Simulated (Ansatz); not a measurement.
```yaml
crystal:
  periodic: [false, false, false]
  atoms:
    - {symbol: C, position_ang: [-0.403145, -0.457253, 1.818785]}
    - {symbol: N, position_ang: [0.582786, -0.198300, 0.792183]}
    - {symbol: Al, position_ang: [0.306354, 0.217620, -0.892618]}
    - {symbol: O, position_ang: [1.653702, 0.469434, -1.884976]}
    - {symbol: S, position_ang: [-1.763336, 0.381053, -1.585907]}
    - {symbol: H, position_ang: [-0.333787, 0.251252, 2.652724]}
    - {symbol: H, position_ang: [-1.410855, -0.364184, 1.405588]}
    - {symbol: H, position_ang: [-0.320079, -1.469753, 2.231191]}
    - {symbol: H, position_ang: [1.527693, -0.278304, 1.135162]}
    - {symbol: H, position_ang: [1.625826, 0.700586, -2.809874]}
    - {symbol: H, position_ang: [-1.399759, 0.690749, -2.841656]}
basis:
  gaussian: {orbitals: cc-pVTZ-DK}
total_charge: 1
magnetization: {spin_polarized: false, initial_magnetization: 1}
hamiltonian: {xc: {name: CAM-B3LYP}, dispersion: d3bjatm}
accuracy: high
output: {forces: true}
```

```sh
$ ansatz run in.yaml --threads 4 --pin off --events-out ev --progress --plain --max-ram 10444MiB
```

Shortened log:

```
Functional definition: CAM-B3LYP
4334 factors; integrals over basis functions are off by at most 1.7e-8 eV
629 factors; integrals over basis functions are off by at most 2.5e-9 eV
mean field evaluation 1: about -22122.6171 eV, gradient 1.1e2 eV
mean field evaluation 2: about -22122.7458 eV, gradient 1.1e2 eV
mean field evaluation 4: about -22140.3836 eV, gradient 3.1e1 eV
mean field evaluation 8: about -22144.1498 eV, gradient 5.1e0 eV
mean field evaluation 16: about -22144.2683 eV, gradient 2.6e-2 eV
mean field evaluation 32: about -22144.2684 eV, gradient 1.6e-7 eV
mean field -22144.26835240 eV, -813.7868520265 hartree, gradient 5.5e-8 eV, S^2 0.750000; 4 other end points of the search recorded, 0 dependent functions left out
reference -22144.26837478 eV, -813.7868528490 hartree; 28, 27 occupied and 214, 215 virtual orbitals, 4334 factors
Total energy: -22144.46431282 eV, -813.7940534391 hartree
Relativity: scalar
Atom 0 at    -0.403145    -0.457253     1.818785 Å, force    -0.742822     0.168096    -0.739157 eV/Å
Atom 1 at     0.582786    -0.198300     0.792183 Å, force    -0.338665    -0.745594     3.015212 eV/Å
Atom 2 at     0.306354     0.217620    -0.892618 Å, force    -0.593123     0.985317    -3.986740 eV/Å
Atom 3 at     1.653702     0.469434    -1.884976 Å, force    -0.467698    -0.270428     1.082006 eV/Å
Atom 4 at    -1.763336     0.381053    -1.585907 Å, force     0.343664    -0.143896     0.582893 eV/Å
Atom 5 at    -0.333787     0.251252     2.652724 Å, force     0.420688    -0.034704     0.007665 eV/Å
Atom 6 at    -1.410855    -0.364184     1.405588 Å, force     0.211929     0.010342    -0.023609 eV/Å
Atom 7 at    -0.320079    -1.469753     2.231191 Å, force     0.419994     0.035149     0.026199 eV/Å
Atom 8 at     1.527693    -0.278304     1.135162 Å, force     0.556691    -0.061544     0.261574 eV/Å
Atom 9 at     1.625826     0.700586    -2.809874 Å, force     0.121976     0.052805    -0.210972 eV/Å
Atom 10 at    -1.399759     0.690749    -2.841656 Å, force     0.067367     0.004458    -0.015071 eV/Å
Dipole moment:     0.300155    -0.217210     0.883417 e Å
```

It took 2.3 min on 4 threads of a server CPU on a shared host, with 2.2 GiB of host memory at the peak.
